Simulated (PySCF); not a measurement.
SMILES [GeH3][SiH2]c1cccs1 (C₄H₈GeSSi), GFN2-xTB optimised geometry.

```
15

Ge    -3.22    -1.51     1.80
Si    -1.73    -1.78     0.02
C     -0.54    -0.34     0.00
C      0.82    -0.34     0.00
C      1.39     0.95     0.00
C      0.45     1.93     0.00
S     -1.14     1.29     0.00
H     -2.62    -1.59     3.17
H     -4.32    -2.53     1.86
H     -3.96    -0.20     1.83
H     -0.92    -3.00     0.16
H     -2.45    -1.82    -1.26
H      1.40    -1.24     0.00
H      2.45     1.14     0.00
H      0.59     3.00     0.00
```

Density from PBE0/def2-TZVP in PySCF at that geometry.

Minimum of the electron density along straight lines between bonded atoms, close to the bond critical point (lines longer than 1.1 times the sum of covalent radii, or with two minima, are not listed):

```tsv
bond	length / Å	ρ at the minimum / e bohr⁻³	∇²ρ there / e bohr⁻⁵	position (fraction from the first atom)
Ge1–Si2	2.337	0.095	-0.17	0.62
Si2–C3	1.873	0.117	0.24	0.39
C3–C4	1.364	0.329	-0.96	0.51
C4–C5	1.411	0.305	-0.87	0.50
C5–C6	1.358	0.334	-0.99	0.49
C3–S7	1.736	0.209	-0.40	0.47
C6–S7	1.717	0.218	-0.46	0.48
Ge1–H8	1.500	0.140	0.09	0.60
Ge1–H9	1.500	0.140	0.10	0.60
Ge1–H10	1.499	0.140	0.09	0.60
Si2–H11	1.466	0.123	0.19	0.49
Si2–H12	1.468	0.123	0.19	0.49
C4–H13	1.076	0.289	-1.04	0.65
C5–H14	1.076	0.288	-1.04	0.65
C6–H15	1.072	0.291	-1.06	0.65
```
